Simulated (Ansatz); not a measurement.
Ansatz (an electronic-structure program) input (B3LYP-D3(BJ)/def2-TZVP):

Ansatz 0.2 input:
```yaml
crystal:
  periodic: [false, false, false]
  atoms:
    - {symbol: P, position_ang: [0.08092629, -0.08271033, -0.69912029]}
    - {symbol: H, position_ang: [-0.02637759, 0.08402980, 0.68590522]}
basis:
  gaussian:
    orbitals: def2-TZVP
hamiltonian:
  xc: b3lyp
  dispersion: d3bj
magnetization: {spin_polarized: true, initial_magnetization: 2}
relax: {f_tol: 0.002, max_steps: 150}
```

End of the output:

```
mean field: 0.10 GiB planned
mean field evaluation 1: about -9303.4364 eV, gradient 6.0e0 eV
mean field evaluation 2: about -9303.6392 eV, gradient 3.3e0 eV
mean field evaluation 4: about -9303.6991 eV, gradient 1.2e-1 eV
mean field evaluation 8: about -9303.7059 eV, gradient 9.1e-3 eV
mean field -9303.70586161 eV, -341.9048841357 hartree, gradient 8.7e-5 eV, S^2 2.006313; 0 other end points of the search recorded, 0 dependent functions left out
the calculation of the forces begins
reference -9303.70603296 eV, -341.9048904327 hartree; 9, 7 occupied and 34, 36 virtual orbitals, 326 factors
relax step   1: F+E_penalty+E_count = -9303.72564428 eV  Δ(F+E_penalty+E_count) = +0.000e0 eV  max|allowed force component| = 6.154e-1 eV/Å  Δτ_max = 0.0000 Å  (24 SCF iters, accepted)
these checks for a lower state are left out or cut short: starts, cluster_reference, orbital_swaps, neighbouring_geometries, increment
integrals: 0.00 GiB planned
326 factors; their error is unknown
mean field: 0.10 GiB planned
mean field evaluation 16: about -9303.7069 eV, gradient 9.3e-4 eV
mean field -9303.71346427 eV, -341.9051635285 hartree, gradient 8.3e-5 eV, S^2 2.006307; 0 other end points of the search recorded, 0 dependent functions left out
the calculation of the forces begins
reference -9303.71363563 eV, -341.9051698258 hartree; 9, 7 occupied and 34, 36 virtual orbitals, 326 factors
relax step   2: F+E_penalty+E_count = -9303.73324460 eV  Δ(F+E_penalty+E_count) = -7.600e-3 eV  max|allowed force component| = 2.296e-1 eV/Å  Δτ_max = 0.0090 Å  (26 SCF iters, accepted)
these checks for a lower state are left out or cut short: starts, cluster_reference, orbital_swaps, neighbouring_geometries, increment
integrals: 0.00 GiB planned
326 factors; their error is unknown
mean field: 0.10 GiB planned
mean field -9303.71478053 eV, -341.9052119002 hartree, gradient 8.4e-5 eV, S^2 2.006304; 0 other end points of the search recorded, 0 dependent functions left out
the calculation of the forces begins
reference -9303.71495188 eV, -341.9052181971 hartree; 9, 7 occupied and 34, 36 virtual orbitals, 326 factors
relax step   3: F+E_penalty+E_count = -9303.73455952 eV  Δ(F+E_penalty+E_count) = -1.315e-3 eV  max|allowed force component| = 7.563e-3 eV/Å  Δτ_max = 0.0055 Å  (27 SCF iters, accepted)
these checks for a lower state are left out or cut short: starts, cluster_reference, orbital_swaps, neighbouring_geometries, increment
integrals: 0.00 GiB planned
326 factors; their error is unknown
mean field: 0.10 GiB planned
mean field -9303.71478206 eV, -341.9052119562 hartree, gradient 1.7e-5 eV, S^2 2.006304; 0 other end points of the search recorded, 0 dependent functions left out
the calculation of the forces begins
reference -9303.71495340 eV, -341.9052182530 hartree; 9, 7 occupied and 34, 36 virtual orbitals, 326 factors
relax step   4: F+E_penalty+E_count = -9303.73456099 eV  Δ(F+E_penalty+E_count) = -1.478e-6 eV  max|allowed force component| = 3.232e-5 eV/Å  Δτ_max = 0.0002 Å  (19 SCF iters, accepted)
integrals: 0.00 GiB planned
326 factors; their error is unknown
mean field: 0.10 GiB planned
mean field evaluation 32: about -9303.7082 eV, gradient 2.8e-2 eV
mean field -9303.71478206 eV, -341.9052119562 hartree, gradient 1.7e-5 eV, S^2 2.006304; 1 other end points of the search recorded, 0 dependent functions left out
the calculation of the forces begins
reference -9303.71495340 eV, -341.9052182530 hartree; 9, 7 occupied and 34, 36 virtual orbitals, 326 factors
Total energy: -9303.73473234 eV, -341.9059451156 hartree
Atom 0 at     0.082053    -0.084461    -0.713663 Å, force     0.000003    -0.000004    -0.000032 eV/Å
Atom 1 at    -0.027504     0.085781     0.700448 Å, force    -0.000003     0.000004     0.000032 eV/Å
Dipole moment:    -0.007099     0.011032     0.091636 e Å
```
